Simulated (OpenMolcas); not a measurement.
# Ti2+: effect of the IPEA shift

```yaml
Program: OpenMolcas
Basis: ANO-RCC-VTZP [6s5p3d2f1g]
Scalar_Hamiltonian: DKH2, point nucleus
Active_space: 2 electrons in 5 orbitals (3d)
State_averaging: 2S+1 = 3 even, 10 roots; 2S+1 = 1 even, 15 roots kept (CI in the orbitals of an earlier block)
Spin-orbit_coupling: RASSI with atomic mean-field integrals over the reference wave functions, term energies averaged over their components
```

Methods on the same reference wave functions:
A. CASSCF
B. SS-CASPT2, IPEA 0 Eh, imaginary shift 0.1 Eh (closed shells correlated: 3s 3p)
C. SS-CASPT2, IPEA 0.25 Eh, imaginary shift 0.1 Eh (closed shells correlated: 3s 3p)

Energies in cm⁻¹ above 3d² ³F₂, the measured ground level; measured values from Corliss and Sugar, J. Phys. Chem. Ref. Data 8, 1 (1979).

```json
{"Level": "3d² ³F₂", "A": "0.0", "B": "0.0", "C": "0.0", "Measured": "0.0"}
{"Level": "3d² ³F₃", "A": "193", "B": "195", "C": "195", "Measured": "185"}
{"Level": "3d² ³F₄", "A": "446", "B": "447", "C": "447", "Measured": "420"}
{"Level": "3d² ¹D₂", "A": "11380", "B": "8140", "C": "8110", "Measured": "8474"}
{"Level": "3d² ³P₀", "A": "13576", "B": "10690", "C": "11110", "Measured": "10538"}
{"Level": "3d² ³P₁", "A": "13642", "B": "10760", "C": "11180", "Measured": "10604"}
{"Level": "3d² ³P₂", "A": "13783", "B": "10900", "C": "11320", "Measured": "10721"}
{"Level": "3d² ¹G₄", "A": "17668", "B": "15120", "C": "15070", "Measured": "14398"}
{"Level": "3d² ¹S₀", "A": "43264", "B": "32570", "C": "32440", "Measured": "32476"}
```

Deviations, from unrounded energies. A percentage is the sum of absolute deviations over the sum of measured energies, with the sign that they share, or ± where signs differ.

```
                        Against measurement  Levels      A     B     C
             mean absolute deviation (cm-1)       8   3300   210   360
      fine structure of the ground term (%)       2   +5.5  +5.9  +6.0
other terms of the ground configuration (%)       6  +29.9  ±1.9  ±3.2
```

B lies closest to measurement on these levels and A furthest from it. The largest miss of B in the table is 3d² ¹G₄, by +720 cm-1. The ranking rests on the paired levels alone, and a cruder setting can come out closer through cancelling errors.

Between B and C the level of the table that moves most is 3d² ³P₁, by 420 cm-1 (lowest in B, highest in C). Moves below CASPT2's spread within the term are not significant.

The mean deviations of B to C differ by less than CASPT2's widest spread within a term (1100 cm-1), so their order carries little weight.

From A to B the spin-free energies of the other terms of 3d² shown, above ³F, scale by factors of 0.71 to 0.85, as is usual when dynamic correlation screens the repulsion within a d or f shell.

The lowest spin-free term lies below A's lowest term by 0.303 hartree in B, 0.298 hartree in C.

CASPT2 breaks the degeneracy within a term, and the mean is taken; among the terms shown or strongly mixed into the levels shown the widest spread is 1100 cm-1 (3d² ¹G, B). Terms from blocks run as CI alone lack orbitals of their own. Without dynamic correlation excited terms often stand tens of per cent too high (terms of higher spin than the ground term too low), and those without a measured partner can miss by more than the paired ones (holds for A). Measured partners are found by configuration, term and J. A level has none where our copy of the source lacks it or the pairing is in doubt (some pairs that miss far off the trend of their configuration count as doubtful), and it then counts in no deviation. Levels of configurations outside the active space are missing.
